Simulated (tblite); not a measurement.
C7H7O, doublet, at a GFN2-xTB geometry; GFN1-xTB (tblite).

Here is a job for tblite.
```
$ tblite run mol.xyz --method gfn1 --charge 0 --spin 1 --efield 0,0,0.1 --json tblite.json --no-restart

# file mol.xyz
15

C     -2.77485450    -0.31397233    -0.09795376
C     -1.29792260    -0.13873099    -0.03622907
C     -0.45540720    -1.26271643     0.02356923
C      0.90039985    -1.13281791     0.06596932
C      1.53805169     0.17123047     0.05117137
O      2.76698655     0.30614444     0.08995023
C      0.63546333     1.30580553    -0.01312065
C     -0.71777593     1.13931539    -0.05441069
H     -3.10307357    -1.07229238     0.61135704
H     -3.06467633    -0.65514815    -1.09371576
H     -3.29368044     0.61901725     0.10676058
H     -0.90589933    -2.24607811     0.03647089
H      1.54792454    -1.99548828     0.11300103
H      1.08227016     2.28858041    -0.02585172
H     -1.36648507     2.00357152    -0.10159847
```

Task: Predict the main parts of the log of this tblite run.

Result: 
```
xTB calculator
 | screened Coulomb repulsion
 | Coulomb electrostatics
 |  * isotropic Klopman-Ohno-Mataga-Nishimoto electrostatics
 |  * onsite third-order electrostatics
 | DFT-D3(BJ) dispersion correction
 | Interactions (1)
 | [1] electric field

halogen bonding energy    0.0000000000000E+00 Eh
repulsion energy          3.4565599077038E-01 Eh
dispersion energy        -6.5611902843912E-03 Eh
interaction energy        0.0000000000000E+00 Eh
number of electrons       4.1000000000000E+01 e
integral cutoff           1.9731147476801E+01 bohr

------------------------------------------------------------
  cycle        total energy    energy error   density error
------------------------------------------------------------
      1     -23.00107556218  -2.3340170E+01   4.3660921E-01
      2     -23.20184659274  -2.0077103E-01   2.5347408E-01
      3     -23.19831631577   3.5302770E-03   8.4256050E-02
      4     -23.20192644131  -3.6101255E-03   1.8767363E-02
      5     -23.20564639047  -3.7199492E-03   2.3044764E-03
      6     -23.20568758834  -4.1197873E-05   6.3720607E-04
      7     -23.20569006043  -2.4720847E-06   1.2615773E-04
      8     -23.20569011844  -5.8009441E-08   6.3983800E-05
      9     -23.20569013918  -2.0738991E-08   3.7052838E-05
     10     -23.20569015001  -1.0829861E-08   4.1778743E-06
------------------------------------------------------------

electronic energy        -2.3544784950493E+01 Eh
total energy             -2.3205690150007E+01 Eh

Post processing:
 | Mayer-Wiberg bond orders

[Info] JSON dump of results written to 'tblite.json'
```
